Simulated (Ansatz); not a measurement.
Abridged output of a molecular run in Ansatz:

```
Functional definition: HF
788 factors; integrals over basis functions are off by at most 1.1e-3 eV
mean field evaluation 1: about -19242.2999 eV, gradient 3.8e1 eV
mean field evaluation 2: about -19242.3030 eV, gradient 3.8e1 eV
mean field evaluation 4: about -19245.3226 eV, gradient 2.4e0 eV
mean field evaluation 8: about -19245.3483 eV, gradient 1.6e-1 eV
mean field evaluation 16: about -19245.3429 eV, gradient 4.0e-1 eV
mean field -19245.34835667 eV, -707.2535071419 hartree, gradient 1.3e-6 eV, S^2 0.000000; 0 other end points of the search recorded, 0 dependent functions left out
12 core orbitals not correlated: weight in the atoms' cores, before any rotation towards them, 1.000 or more for the frozen orbitals, at most 0.000 for the correlated occupied ones
reference -19245.34835667 eV, -707.2535071419 hartree; 12, 12 occupied and 60, 60 virtual orbitals, 788 factors
second order -14.34692135 eV of doubles, -0.00000000 eV of singles
cycle   1  -14.84579559 eV  change   -5.0e-1 eV  update   9.3e-2
cycle   2  -15.24489083 eV  change   -4.0e-1 eV  update   2.8e-2
cycle   3  -15.34508630 eV  change   -1.0e-1 eV  update   1.5e-2
cycle   4  -15.33924974 eV  change    5.8e-3 eV  update   3.3e-3
cycle   5  -15.33804632 eV  change    1.2e-3 eV  update   1.5e-3
cycle   6  -15.33852254 eV  change   -4.8e-4 eV  update   4.6e-4
cycle   7  -15.33838396 eV  change    1.4e-4 eV  update   1.9e-4
cycle   8  -15.33827610 eV  change    1.1e-4 eV  update   7.4e-5
cycle   9  -15.33829154 eV  change   -1.5e-5 eV  update   3.2e-5
cycle  10  -15.33830883 eV  change   -1.7e-5 eV  update   1.4e-5
perturbative correction -0.28105891 eV, -0.0103287244 hartree
Total energy: -19260.96772441 eV, -707.8275083191 hartree
```

Its atoms:

Z-matrix (Å, degrees):
```
Si
F 1 1.610
Al 1 2.471 2 110.8
O 1 1.646 2 109.7 3 -115.5
H 1 1.493 2 103.8 3 127.9
H 3 1.589 1 120.0 2 139.3
H 3 1.587 1 120.4 2 -41.5
H 4 0.959 1 118.7 2 -71.2
```

**Question.** Which basis set was used?
A. def2-SVPD
B. def2-SVP
C. cc-pV(Q+d)Z
D. def2-TZVPP

**Answer.** B. It gives 84 functions.

**Question.** Write the keys of the input that set method, charge and spin (a neutral closed shell needs none for the last two).

**Answer.** 
```yaml
correlation: {method: ccsd_t}
```
